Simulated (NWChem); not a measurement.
System: MoO2BrF; SMILES [O]=[Mo](=[O])([F])[Br]

This build's default masses of Se (78.918 u) and Br (79.917 u) are each other's, which moves their modes by up to 0.6 %. def2 effective core potentials on Mo; no spin-orbit coupling.

Q: Give the equilibrium geometry at PBE0/def2-SVP with def2 effective core potentials on Mo (NWChem) as a Z-matrix, with the point group.

A: point group Cs; any orientation.
```
Mo
O 1 1.6601
O 1 1.6601 2 106.34
F 1 1.8370 2 110.22 3 119.47
Br 1 2.4025 2 108.99 3 -117.35
```
